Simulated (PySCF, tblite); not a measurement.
C9H4.
Bonds: C1–C2 (triple), C2–C3, C3–C4 (triple), C4–C5, C5–C6, C6–C7 (triple), C7–C8, C8–C9 (triple). Hydrogens: H10 on C1; H11, H12 on C5; H13 on C9.

Structure optimised with GFN2-xTB, isolated species.

(1) Give the optimised bond lengths and angles.

Results:

(1) 
```tsv
bond	length (pm)
C1≡C2, C8≡C9	120.4
C2–C3, C7–C8	135.9
C3≡C4, C6≡C7	120.6
C4–C5, C5–C6	145.0
C1–H10, C9–H13	104.8
C5–H11, C5–H12	109.7
```

Bonds in one row agree within 1 pm and their mean is given. A selection of angles:
```tsv
angle	degrees
C1–C2–C3	179.9
C2–C3–C4	178.5
C3–C4–C5	177.8
C4–C5–C6	110.2
C6–C7–C8	178.5
```

The C–C distances run from 1.204 Å (C1≡C2, drawn triple) to 1.450 Å (C5–C6, drawn single), a spread of 0.246 Å. The 9 heavy atoms lie in one plane (0.001 Å rms).

Point group: C2v (tolerance 0.08 Å). Its GFN2-xTB frequencies are all real (lowest 39 cm⁻¹).

The numbers are calculated, not measured.
